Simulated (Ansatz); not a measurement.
Reaction (formal exchange of groups at a C–Se bond): `C[Se][Al]([Cl])[Cl]` + `[CH2]1[AlH][AlH]1` → `C[CH]1[AlH][AlH]1` + `[Cl][Al]([Cl])[SeH]`

Computed with Ansatz on PBE0-D4/def2-TZVP structures; ΔE is electronic, products minus reactants. CBS: MP2 limit from def2 TZ/QZ plus the TZ coupled-cluster correction, frozen cores. DFT in def2-TZVPP. B3LYP here is the variant with VWN-RPA as its local correlation; programs differ in this. HSE06 is defined as in plane-wave codes. For Se outer-core shells are correlated without core-valence functions, which leaves a few kJ/mol of doubt a bond. Scalar relativity is left out up to krypton. One conformer a species, not always the lowest.

`C[Se][Al]([Cl])[Cl]`:

```xyz
8

C    -0.612    1.305   -0.454
Se    1.003    0.315   -0.979
Al    0.811   -1.481    0.415
Cl    2.227   -3.003    0.326
Cl   -0.747   -1.620    1.797
H    -0.899    1.065    0.566
H    -1.418    1.057   -1.140
H    -0.365    2.362   -0.531
```

`[CH2]1[AlH][AlH]1`:

Z-matrix (Å, degrees):
```
C
Al 1 1.958
Al 1 1.958 2 77.0
H 1 1.126 2 91.7 3 91.3
H 1 1.090 2 137.1 3 -149.0
H 2 1.593 1 136.3 3 166.6
H 3 1.593 1 136.3 2 -166.7
```

`C[CH]1[AlH][AlH]1`:

Z-matrix (Å, degrees):
```
C
C 1 1.511
H 1 1.093 2 109.9
H 1 1.095 2 112.9 3 119.1
H 1 1.095 2 112.7 3 -118.8
Al 2 1.957 1 138.4 3 62.5
Al 2 1.974 1 138.9 3 -76.2
H 2 1.139 1 112.0 3 179.7
H 6 1.595 2 136.4 1 7.4
H 7 1.597 2 135.1 1 -18.1
```

`[Cl][Al]([Cl])[SeH]`:

```xyz
5

Cl   -0.660   -2.073    0.100
Al    0.411   -0.323   -0.243
Cl    2.260   -0.414   -1.187
Se   -0.398    1.722    0.398
H    -1.612    1.087    0.931
```

Is it downhill or uphill in electronic energy at CCSD(T)/CBS, and by how much? (Estimate.)

The calculation gave: Uphill: ΔE = +0.04 eV.

What do these levels give: B97M-V, B3LYP-D4, HSE06-D4, ωB97M-V, B2PLYP, PBE0, B3LYP, RPA@PBE/def2-TZVPP, HF/def2-TZVPP, SCS-MP2/def2-TZVPP, CCSD(T)/def2-TZVPP, HF/CBS(def2)? (An estimate is asked.)

Ansatz gave: B97M-V 0.01, B3LYP-D4 0.04, HSE06-D4 0.01, ωB97M-V 0.03, B2PLYP 0.03, PBE0 0.00, B3LYP 0.03, RPA@PBE/def2-TZVPP 0.04, HF/def2-TZVPP 0.04, SCS-MP2/def2-TZVPP 0.05, CCSD(T)/def2-TZVPP 0.04, HF/CBS(def2) 0.05 eV.

Largest T1 diagnostic among the species: 0.014.

At CCSD(T), def2-SVP lies −0.19 eV from the extrapolated value and def2-TZVPP −0.01 eV. Leaving LDA and LC-ωPBE aside and taking each functional with its dispersion term where it has one, the values, not all of them listed here, spread over 0.05 eV, from PBE0-D4 to BLYP-D4. LDA lies −0.07 eV from PBE without D4.
